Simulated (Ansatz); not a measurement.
Molecule: GeCl₂, charge 0, multiplicity 1. 
Coordinates optimised at B3LYP-D3(BJ)/def2-TZVP (Ansatz, a program for electronic structure):
```
Ge
Cl 1 2.2046
Cl 1 2.2046 2 100.44
```

Property: vertical ionisation energy (to the doublet state of charge +1; each state is the SCF solution reached for its spin), in eV. Cores are frozen in the correlated levels unless marked. Open shells are spin-unrestricted. No spin-orbit coupling. Frozen are the shells of the preceding noble gas and the d and f shells that filled before the atom's block. No relativistic terms. CBS(X,Y): correlation extrapolated as X^-3; Hartree-Fock from the larger set. The bracket is a focal-point correction in the basis named.

```json
[
 {"level": "HF/def2-SVPD", "program": "Ansatz", "vertical ionisation energy (eV)": "9.80"},
 {"level": "HF/def2-QZVPPD", "program": "Ansatz", "vertical ionisation energy (eV)": "9.67"},
 {"level": "SVWN5/def2-TZVPD", "program": "Ansatz", "vertical ionisation energy (eV)": "10.39"},
 {"level": "PBE/def2-TZVPD", "program": "Ansatz", "vertical ionisation energy (eV)": "10.16"}
]
```

Task: Predict the RI-MP2/CBS(def2-TZVPPD,def2-QZVPPD)+[CCSD(T)-MP2]/def2-TZVPPD result (Ansatz).

Result: 10.45 eV
